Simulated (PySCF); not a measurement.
Isomers of C4H8O2S, one conformer each. Computed, not measured: core-valence-separated Tamm–Dancoff BHandHLYP/aug-pcX-1 (pcseg-1 on H, def2-SVPD on S) in PySCF, non-relativistic, gas phase, PBE0-D3(BJ)/def2-SVP geometry. BHandHLYP without relativity tends to put these K edges a few eV too low, so spacings mean more than positions.

P. `C=CS(=O)(=O)CC` (ethyl vinyl sulfone)
Q. `C=CCS(C)(=O)=O` (allyl methyl sulfone)

Main lines, eV (oscillator strength):
1. C K: 282.1 (0.066), 282.9 (0.053), 285.6 (0.008), 285.9 (0.044), 286.1 (0.015); O K: 531.5 (0.023), 531.7 (0.021), 532.7 (0.021), 533.0 (0.022), 533.1 (0.024)
2. C K: 282.5 (0.060), 282.7 (0.061), 285.7 (0.030), 286.0 (0.010), 286.1 (0.050); O K: 532.1 (0.036), 532.2 (0.034), 532.9 (0.017), 533.0 (0.012), 533.3 (0.020)
Listed: the first five lines at most of each edge with a tenth or more of its strongest line's intensity; roots within 0.03 eV on the same or equivalent atoms are summed. Only the lowest roots were sought, and the top ones are left out.

Question: Which spectrum belongs to which isomer?

Answer: 1 = P, 2 = Q.
- P: first C line listed at 282.1 eV, hole on the terminal =CH2 carbon (1s→π*); first O line listed at 531.5 eV, hole on the sulfonyl oxygen.
- Q: first C line listed at 282.5 eV, hole on the terminal =CH2 carbon (1s→π*); first O line listed at 532.1 eV, hole on the sulfonyl oxygen.

Question: What are the ground-state energies of the isomers at BHandHLYP/aug-pcX-1 (pcseg-1 on H, def2-SVPD on S), relative to the lowest?

Answer: P 14.0, Q 0.0 kJ/mol (electronic energies on these geometries, no dispersion or zero-point terms).
